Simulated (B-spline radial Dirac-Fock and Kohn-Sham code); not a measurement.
**Subshell photoionisation cross sections of Ca¹¹⁺ against photon energy**

System: calcium as Ca¹¹⁺, configuration 1s2 2s2 2p5.

The computed values come from an atomic code on a B-spline grid: a relativistic central-field model (Hartree-Slater potential of the initial state, Latter tail, multipole expansion of the photon field, Dirac-Fock thresholds). Values are in kb; a dash marks an energy below the computed threshold. Values for outer subshells far above threshold carry numerical ripple of a few per cent.

| hν (eV) | 1s | 2s | 2p1/2 | 2p3/2 |
| --- | --- | --- | --- | --- |
| 818 | – | 122 | 127 | 250 |
| 1000 | – | 86.7 | 72.5 | 142 |
| 1486.9 | – | 40.3 | 22.3 | 43.4 |
| 1910 | – | 23.7 | 10.2 | 19.9 |
| 6000 | 22.8 | 1.63 | 0.245 | 0.467 |
| 7540 | 12.3 | 0.907 | 0.108 | 0.205 |
| 24700 | 0.409 | 0.0338 | 0.00140 | 0.00256 |
| 40000 | 0.0945 | 0.00809 | 0.000221 | 0.000395 |
| 41700 | 0.0832 | 0.00713 | 0.000188 | 0.000336 |
| 64500 | 0.0215 | 0.00188 | 3.54e-05 | 6.14e-05 |
| 200000 | 0.000621 | 5.61e-05 | 5.29e-07 | 8.37e-07 |

At 200000 eV the multipoles beyond E1 give 46.1 % of 1s, 46.2 % of 2s, 60.5 % of 2p1/2, 55.9 % of 2p3/2.
